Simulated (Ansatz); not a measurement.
Te4Se⁻. Charge -1, multiplicity 2. Geometry PBE-D4/def2-SVPD.

```xyz
5

Se   -0.315    2.011   -1.280
Te   -0.373   -2.108   -0.666
Te   -1.975    0.195   -0.921
Te    2.046    1.037    1.077
Te    0.617   -1.134    1.790
```

In the def2 sets Te takes a core potential; there is no spin–orbit coupling. The structure comes from a short search, and lower isomers may exist.

(1) Estimate the α-spin orbital energies around the gap (eV) in Ansatz with revPBE-D4/def2-TZVPD, BLYP-D4/def2-TZVPD, r2SCAN-D4/def2-TZVPD, B97M-V/def2-TZVPD, PBE0-D4/def2-TZVPD.

Results:

(1) 
```
orbital  revPBE-D4/def2-TZVPD  BLYP-D4/def2-TZVPD  r2SCAN-D4/def2-TZVPD  B97M-V/def2-TZVPD  PBE0-D4/def2-TZVPD
HOMO−13                -11.68              -11.61                -12.33             -12.16              -13.60
HOMO−12                -10.26              -10.22                -10.82             -10.61              -11.98
HOMO−11                 -9.83               -9.78                -10.34             -10.07              -11.45
HOMO−10                 -4.56               -4.39                 -4.94              -4.85               -5.69
 HOMO−9                 -4.39               -4.22                 -4.77              -4.68               -5.56
 HOMO−8                 -4.20               -4.03                 -4.55              -4.45               -5.31
 HOMO−7                 -3.59               -3.43                 -3.92              -3.83               -4.60
 HOMO−6                 -3.15               -3.00                 -3.51              -3.47               -4.35
 HOMO−5                 -2.49               -2.33                 -2.81              -2.79               -3.64
 HOMO−4                 -2.30               -2.15                 -2.64              -2.63               -3.43
 HOMO−3                 -1.76               -1.63                 -2.04              -2.05               -2.80
 HOMO−2                 -1.29               -1.15                 -1.54              -1.52               -2.26
 HOMO−1                 -1.18               -1.04                 -1.43              -1.45               -2.15
   HOMO                 -0.42               -0.27                 -0.69              -0.71               -1.41
   LUMO                  0.50                0.55                  0.49               0.57                1.01
 LUMO+1                  0.59                0.64                  0.60               0.68                1.12
 LUMO+2                  1.14                1.18                  1.21               1.23                1.71
 LUMO+3                  1.56                1.62                  1.64               1.72                2.19
 LUMO+4                  2.20                2.27                  2.74               2.22                2.59
 LUMO+5                  2.35                2.45                  2.92               2.40                2.74
 β HOMO                 -0.96               -0.87                 -1.16              -1.14               -1.77
 β LUMO                  0.06                0.12                  0.04               0.08                0.49
```
